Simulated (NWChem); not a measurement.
Ionisation of dimethyl selenide (C2H6Se)

SMILES: C[Se]C
```xyz
9

C     -1.4564     0.0000     0.8124
Se     0.0000     0.0000    -0.4703
C      1.4564     0.0000     0.8124
H     -1.4246     0.9007     1.4415
H     -2.3925     0.0000     0.2375
H     -1.4246    -0.9007     1.4415
H      1.4246     0.9007     1.4415
H      2.3925     0.0000     0.2375
H      1.4246    -0.9007     1.4415
```
Charge 0, spin multiplicity 1.

All runs are NWChem calculations. All single points use one geometry, from PBE0/def2-SVP, a minimum by its harmonic frequencies.

Basis set: def2-TZVP. −ε marks an orbital energy of the parent.

The Hamiltonian is non-relativistic. B3LYP has NWChem's definition, with VWN1-RPA local correlation.

For the first vertical ionisation energy, −ε(HOMO) of HF gives 8.61 eV and −ε(HOMO) of B3LYP gives 5.80 eV. What do −ε(HOMO) of PBE, −ε(HOMO) of PBE0, −ε(HOMO) of r2SCAN give?

−ε(HOMO) of PBE: 4.86 eV; −ε(HOMO) of PBE0: 6.01 eV; −ε(HOMO) of r2SCAN: 5.09 eV.
